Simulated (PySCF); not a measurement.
A structure optimised at B3LYP-D3(BJ)/def2-SVP, used in a PySCF frequency run:

```xyz
10

B     -0.3695     0.1762     0.3211
F     -1.7019     0.2826     0.5026
C      0.1598    -0.8558    -0.7306
C      1.3591    -0.7908    -1.3267
H     -0.5137    -1.6714    -1.0258
H      1.6884    -1.5211    -2.0738
H      2.0715     0.0131    -1.1049
N      0.4627     1.0007     1.0880
H      0.0948     1.6816     1.7418
H      1.4721     0.9483     1.0609
```

Problem. Write its SMILES and formula.

Solution. C=CB(N)F, C2H5BFN

Problem. What are its rotational constants (standard atomic weights)?

Solution. 8.8365, 3.6903, 2.6366 GHz
